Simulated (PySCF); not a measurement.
CHCl2NO2Si. Atoms are numbered in the order given.

```xyz
8

O      3.3834    -1.0756    -0.4638
C      2.2495    -0.8100    -0.4680
N      1.0773    -0.5466    -0.5031
Si    -0.5099    -0.0415    -0.1573
O     -1.6026    -0.7726    -1.1298
Cl    -0.5759     1.9883    -0.3776
Cl    -0.9874    -0.5387     1.7515
H     -1.5704    -0.5898    -2.0751
```

Geometry optimised at ωB97X-D3(BJ)/def2-SVP. The structure was generated by enumeration, and PubChem lists no compound with its InChIKey, so it may never have been made. Other conformers were not sampled.

Method: PBE0/def2-TZVP (PySCF).

Computed frontier levels, gap, dipole moment and polarisability:
The highest occupied level is -9.13 eV and the lowest empty level is -0.12 eV. The orbital gap comes out as 9.02 eV and the dipole moment comes out as 1.82 D. The quadrupole, principal values (traceless, Buckingham form, about the centre of nuclear charge) comes out as -10.58, -0.71, 11.29 D·Å. The mean static polarisability comes out as 67.5 bohr³ (10.01 Å³). The polarisability, principal values is 54.5, 63.6, 84.4 bohr³.
